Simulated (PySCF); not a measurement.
A structure optimised at B3LYP-D3(BJ)/def2-SVP, used in a PySCF frequency run:

```xyz
6

Zr     0.0000     0.0000    -0.0079
F      1.5587    -0.8999    -0.6577
F      0.0000     1.7999    -0.6577
F     -1.5587    -0.8999    -0.6577
O      0.0000     0.0000     1.9017
H      0.0000     0.0000     2.8612
```

Write its SMILES, formula and point group.

[OH][Zr]([F])([F])[F], F₃HOZr, C3v

What are its rotational constants (standard atomic weights)?

2.7624, 2.7624, 2.7371 GHz
